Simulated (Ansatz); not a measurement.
CH$_{4}$BNS (`NB1CS1`), relaxed with RKS PBE-D4/def2-SVP in the Gaussian-basis code of Ansatz from a rough embedded geometry. The force threshold is 0.03 eV/Å; the program also tests the step.

Charge 0, multiplicity 1.

Start:

```xyz
8

N     0.014   -0.281   -1.588
B     0.352   -0.074   -0.171
C    -0.108    0.627    1.132
S     0.618   -0.757    1.637
H     0.732   -1.023   -1.977
H    -0.915   -0.811   -1.659
H     0.502    1.580    1.386
H    -1.195    0.738    1.240
```

Task: By how much does the energy fall, and how many steps does the optimiser take? (An estimate is asked.)

Result: The calculation gave: 2.08 eV, in 10 steps.

Task: Which bonds change most? (Best estimate.)

Result: Computed: C3–S4 from 1.643 to 1.900 Å; B2–S4 from 1.951 to 1.786 Å; N1–H5 from 1.103 to 1.020 Å; N1–B2 from 1.471 to 1.391 Å.

Task: Give the relaxed structure. (An estimate is asked.)

Result: Ansatz gave: 
```xyz
8

N     0.040   -0.589   -1.403
B     0.182   -0.252   -0.061
C    -0.221    0.695    1.085
S     1.008   -0.705    1.456
H     0.531   -1.371   -1.835
H    -0.567   -0.073   -2.039
H     0.215    1.706    1.183
H    -1.187    0.589    1.613
```
